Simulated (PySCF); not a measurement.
Species: n-GeGeGeGeGeSiH14.
Z-matrix (Å and degrees, PBE0-D3(BJ)/def2-SVP geometry), rows numbered from 1:
```
Ge
Ge  1  2.4234
Ge  2  2.4241  1  108.27
Ge  3  2.4269  2  108.80  1    52.02
Ge  4  2.4317  3  110.63  2    49.13
Si  5  2.3828  4  113.47  3   -81.85
H   1  1.5411  2  109.64  3   -45.35
H   1  1.5395  2  111.95  3  -165.92
H   1  1.5406  2  109.53  3    73.04
H   2  1.5421  1  109.97  3   118.67
H   2  1.5419  1  110.14  3  -122.13
H   3  1.5425  2  110.72  1   172.09
H   3  1.5429  2  109.69  1   -68.35
H   4  1.5433  3  109.94  2   169.88
H   4  1.5422  3  109.55  2   -71.60
H   5  1.5434  4  108.86  3    40.30
H   5  1.5438  4  108.97  3   157.34
H   6  1.4944  5  110.86  4    66.74
H   6  1.4942  5  109.96  4   -53.86
H   6  1.4955  5  109.60  4  -173.53
```

Theory: PBE0-D3(BJ)/def2-SVP geometry optimisation, gas phase in PySCF 2.14.0.

Take the most abundant isotopes and a rigid rotor. The values belong to one conformer.

(1) What are A, B and C (MHz)?

(2) What kind of rotor is it?

(3) What does the inertial defect say?

(4) Give the other two planar moments, Paa and Pbb, and the rms extents of the mass along the axes.

(5) List the rotational levels J(Ka,Kc) to J = 4 (K).

Answers

(1) Ia = 1061.97, Ib = 1655.99, Ic = 2236.78 u·Å²; 505379 MHz·u·Å²/I gives A = 475.9, B = 305.2, C = 225.9 MHz.

(2) An asymmetric top; Ray's κ = -0.366.

(3) Not planar: Δ = Ic − Ia − Ib = -481.17 u·Å². For a rigid frame Δ = −2 Σ m c², so Σ m c² = 240.59 u·Å² lies off the ab plane: 29.33 from hydrogen and 211.26 from heavier atoms. The atom farthest from that plane is 2.27 Å away.

(4) Paa = Σ m a² = (Ib + Ic − Ia)/2 = 1415.41 and Pbb = Σ m b² = (Ia + Ic − Ib)/2 = 821.38 u·Å². With the mass M = 411.69 u, the rms extents √(P/M) along a, b and c are 1.85, 1.41, 0.76 Å.

(5) Above 0(0,0), as E/k:
J = 1: 1(0,1) 0.025, 1(1,1) 0.034, 1(1,0) 0.037
J = 2: 2(0,2) 0.075, 2(1,2) 0.081, 2(1,1) 0.092, 2(2,1) 0.117, 2(2,0) 0.118
J = 3: 3(0,3) 0.148, 3(1,3) 0.151, 3(1,2) 0.174, 3(2,2) 0.193, 3(2,1) 0.198, 3(3,1) 0.244, 3(3,0) 0.245
J = 4: 4(0,4) 0.242, 4(1,4) 0.244, 4(1,3) 0.281, 4(2,3) 0.294, 4(2,2) 0.307, 4(3,2) 0.348, 4(3,1) 0.349, 4(4,1) 0.417, 4(4,0) 0.417
The levels of one J sum to (2J + 1)J(J + 1)(A + B + C)/3.

The dipole components are |μa| = 0.08 D, |μb| = 0.06 D, |μc| = 0.05 D.

Q: Estimate the classical rotational partition function at 25 K, 50 K and 100 K.

A: Point group C1, symmetry number σ = 1; q = (√π/σ)·√((kT/h)³/(ABC)), k/h = 20836.6 MHz/K: 116000 at 25 K, 329000 at 50 K, 931000 at 100 K.

Whether it is a minimum is left open (no frequencies). These are rigid-rotor constants of the computed structure; measured ground-state constants (B0) also hold zero-point vibration. A rigid rotor knows nothing of internal rotation, which can split or shift real lines.

On AMD EPYC 7R43, 2 threads, no GPU, on a shared host, this took 10 min wall, 24 min CPU and 2.2 GiB of memory at its peak. These figures are those of the optimisation.
